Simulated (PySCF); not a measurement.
# How methods differ on the ionisation energy of Tl

Tl [Xe] 4f14 5d10 6s2 6p1 (2P) → Tl⁺ [Xe] 4f14 5d10 6s2 (1S), as a difference of total energies. Calculation: PySCF 2.14, in def2-QZVPPD with the def2 core potential (60 electrons) (8s6p5d4f1g, 88 functions); a scalar-relativistic core potential. Correlated levels: valence and next inner shell: nothing frozen outside the core potential. The calculations carry no spin-orbit coupling.

Task: Order these methods by the ionisation energy they give, lowest first.
A. UHF
B. CCSD (valence and next inner shell)
C. MP2 (valence and next inner shell)
D. SCS-MP2 (valence and next inner shell)

Result: A (5.014 eV), D (5.242 eV), C (5.322 eV), B (5.345 eV).

Errors of the correlated levels include the incompleteness of this basis.

For comparison: 5.464 eV (measured; NIST levels, between the centres of gravity of the two terms).
